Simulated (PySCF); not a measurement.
C3H5F3Si2, SMILES C#C[SiH2][SiH2]C(F)(F)F, GFN2-xTB optimised geometry. Atoms within 1.6 Å of the plane z = 0.0 Å (x, y, z in Å): Si3 (-2.02, -1.10, 1.16), Si4 (0.28, -1.20, 1.47), C5 (1.07, -0.19, 0.00), F6 (0.69, -0.68, -1.21), F7 (2.41, -0.19, 0.00), F8 (0.69, 1.10, 0.00), H10 (-2.41, -0.98, -0.25), H13 (0.94, -2.50, 1.32).

Calculation: B3LYP/def2-TZVP in PySCF. Cells within 0.4 Å of a nucleus heavier than hydrogen are left out (blank, or x).

Map of the Laplacian of the electron density (e/bohr⁵) on the plane z = 0.0 Å:

```
|3333333333333333333333333|
|3333333333333333333333333|
|3333333333333333333333333|
|3333333333333333333333333|
|3333333333333333333333333|
|3333333333333333333333333|
|3333333333333333333333333|
|3333333333333564333333333|
|33333333333369x9433333333|
|3333333333338xx2633333333|
|33333333333367x7544433333|
|3333333333334632569953333|
|33333333333334xx15xx94333|
|33333333333334xx25xx94333|
|3333321333333433469963333|
|3333310233333344444433333|
|3333333333333333333333333|
|3333333333333333333333333|
|3333333333333333333333333|
|3333333333333333333333333|
|3333333333333333333333333|
|3333333333333333333333333|
|3333333333333333333333333|
|3333333333333333333333333|
|3333333333333333333333333|
```
Scale: ten equal steps from -0.598 (start of '0') to 1.21 (end of '9'), in the order '0123456789'; x runs from -4.50 to 4.50, y from -4.50 (bottom) to 4.50 (top).
